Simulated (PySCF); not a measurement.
Electron correlation in O (oxygen, neutral)

[He] 2s2 2p4, high-spin 3P determinant. All numbers are calculated (PySCF 2.14, scalar relativity by spin-free X2C-1e, in x2c-QZVPPall with one added diffuse shell each of s, p, d, f type (8s5p4d3f1g, 73 functions)). Frozen: 1s2; 6 electrons correlated.

MP2 pair energies summed by pair of shells (mhartree):

```
 pair  energy  share (%)
2p-2p  -72.88       46.3
2s-2p  -72.85       46.3
2s-2s  -11.57        7.4
```

Total MP2 correlation energy: -157.31 mhartree.

Same-spin part -37.65 and opposite-spin part -119.66 mhartree; SCS-MP2 scales them by 1/3 and 6/5 to -156.14 mhartree.
